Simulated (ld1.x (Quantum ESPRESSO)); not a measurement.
## What one change does to a pseudopotential (rhodium, TM)

- Element: Rh (Z = 45)
- Generator: ld1.x (Quantum ESPRESSO) 7.5
- Type: norm-conserving Troullier–Martins (Kleinman–Bylander form)
- Functional: PBEsol
- Relativity: scalar-relativistic
- Frozen core: [Ar] 3d10 4s2
- Valence charge: 15
- Reference configuration: 4p6 4d8.5 5s0.5 5p0
- Partial waves: 5s (bound): rc 2.15 bohr; 4p (bound): rc 1.00 bohr; 4d (bound): rc 1.80 bohr
- Local potential: all-electron potential smoothed inside 1.85 bohr (lloc = -1)
- Core correction: Bessel-smoothed model core inside 0.65 bohr

Change: wave 4d (bound): rc 1.80 bohr becomes 4d (bound): rc 2.20 bohr.

Cutoffs: the cutoffs (Ry, on a coarse ladder) from which the occupation-weighted sum of valence levels, in a spherical-Bessel basis at the reference potential, stays within 10 and 1 mRy of its value at 400 Ry; they do not see the model core or the augmentation charge, which bear on the density cutoff. Errors are all-electron minus pseudo energies relative to the spin-unpolarised reference configuration.

Predict the effect on cutoff, ghosts and configuration errors.

The potential gets neither clearly harder nor softer (140 Ry and 180 Ry → 140 Ry and 180 Ry); both files keep a bound ghost (s); of the 7 tests that both files solve, the error grows in 3 and shrinks in 4 by more than 15 % and 0.3 meV (median size 48.7 → 33.2 meV).

```csv
quantity,base,changed
"cutoff, loose",140 Ry,140 Ry
"cutoff, tight",180 Ry,180 Ry
loose cutoff by channel (10 mRy a level),"s 10 Ry, p 70 Ry, d 45 Ry","s 10 Ry, p 70 Ry, d 35 Ry"
bound ghosts,s,s
"error for 4p6 4d8 5s1 5p0, meV [ΔE 0.63 eV]",-5.1,-4.0
"error for 4p6 4d8 5s0 5p0, meV [ΔE 8.09 eV]",-1.9,-2.3
"error for 4p6 4d7 5s0 5p0, meV [ΔE 27.60 eV]",-10,-12
"error for 4p6 4d7 5s1 5p1, meV [ΔE 7.28 eV]",-51,-43
"error for 4p6 4d6 5s0 5p0, meV [ΔE 60.09 eV]",-49,-33
"error for 4p6 4d7 5s2 5p0, meV [ΔE 3.08 eV]",-72,-57
"error for 4p5 4d8 5s1 5p0, meV [ΔE 57.22 eV]",-161,-226
```

 A true bound ghost makes a file unfit for plane-wave use even where its test errors are small: the radial tests pick states by their node count and pass the ghost by.
